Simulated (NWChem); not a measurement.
BBrCl₂; SMILES BrB(Cl)Cl

All runs: NWChem. Geometry: optimised at PBE-D3(BJ)/def2-SVP.

For level PBE0/def2-SVP:

highest occupied level (eV): -8.56
dipole (D): 0.03

Problem. Estimate the same quantities for level PBE0/STO-3G.

Solution. highest occupied level (eV): -6.63
dipole (D): 0.92
